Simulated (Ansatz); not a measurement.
`[SH][Sn]([Cl])([Cl])[Cl]` + HBr → `[Cl][Sn]([Cl])([Cl])[Br]` + H₂S at 298.15 K and 1 bar (ligand exchange at the Sn–S bond).

Program: Ansatz. Geometries: PBE0-D4/def2-TZVP. ΔE: electronic, gas phase. CCSD(T)/CBS is the MP2 limit (def2-TZVPP, def2-QZVPP) plus CCSD(T) − MP2 in def2-TZVPP, frozen cores. This one scheme is used for every species. def2 core potentials past Kr. For Br, Sn outer-core shells are correlated without core-valence functions, which leaves a few kJ/mol of doubt a bond. Scalar relativity is left out up to krypton. One conformer a species, not always the lowest.

```csv
species,CCSD(T)/CBS energy (Eh),H − E (kJ/mol),S (J/(mol·K))
`[SH][Sn]([Cl])([Cl])[Cl]`,-1991.90544,58.5,409.3
HBr,-2573.91920,24.6,198.6
`[Cl][Sn]([Cl])([Cl])[Br]`,-4166.86464,34.9,390.9
H₂S,-398.97279,49.9,205.7
```

H − E and S are ideal-gas, rigid-rotor, harmonic terms from PBE0-D4/def2-TZVP, for one conformer and one mirror image of each species. 1 Eh = 2625.50 kJ/mol, R = 8.31446 J/(mol·K).

Question: By hand: ΔE, ΔH, ΔS and ΔG.

Answer: ΔE = (-4166.86464) + (-398.97279) − (-1991.90544) − (-2573.91920) = -0.01279 Eh = -33.6 kJ/mol. Δ(H − E) = 34.9 + 49.9 − 58.5 − 24.6 = 1.7, so ΔH = -31.9 kJ/mol. ΔS = 390.9 + 205.7 − 409.3 − 198.6 = -11.3 J/(mol·K). ΔG = -31.9 − 298.15 × (-11.3)/1000 = -28.5 kJ/mol.

Question: By hand: the equilibrium constant, and the temperature at which ΔG would vanish if ΔH and ΔS stayed fixed.

Answer: log₁₀ K = −ΔG/(RT ln 10) = 5.0. ΔG = 0 at ΔH/ΔS = 2823 K, far beyond where these terms or the molecules hold.

The number of gas molecules stays the same, so ΔS is small and ΔH decides. A doubt of 5 kJ/mol in ΔE shifts log₁₀ K by 0.9 here. Other conformers and mirror images would add mixing entropy, several J/(mol·K) or more a flexible species. Modes under 60 cm⁻¹, often nearly free rotors, make the harmonic entropy too high. These are equilibria of isolated gas molecules and say nothing of rates. Largest T1 diagnostic: 0.011 (customary marks: 0.02 for closed shells, 0.045 for open ones).
